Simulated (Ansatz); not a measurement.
GeH4O (SMILES [OH][GeH3]) moved off its minimum; all values from Ansatz (a first-principles code), cores frozen in correlated methods.
(charge 0, multiplicity 1)
```xyz
6

Ge    -0.19474    -0.01466     0.04652
O      1.25731    -0.20312    -0.48243
H     -0.65495    -0.03722     1.69490
H     -0.95291    -0.89269    -0.69997
H     -0.71934     1.50238    -0.26953
H      1.95183     0.19023     0.02175
```

Task: Give the forces (eV/Å), the total energy and the dipole at CCSD(T)/aug-cc-pVTZ.

Result: 
| atom | Fx | Fy | Fz |
|---|---|---|---|
| Ge1 | -9.686 | 5.194 | 6.347 |
| O2 | 9.762 | -1.546 | -2.977 |
| H3 | 0.970 | -0.372 | -1.586 |
| H4 | -2.360 | -2.682 | -1.964 |
| H5 | 0.372 | -0.855 | 0.085 |
| H6 | 0.941 | 0.261 | 0.095 |
Energy -2152.9997 hartree, dipole 1.38 D.
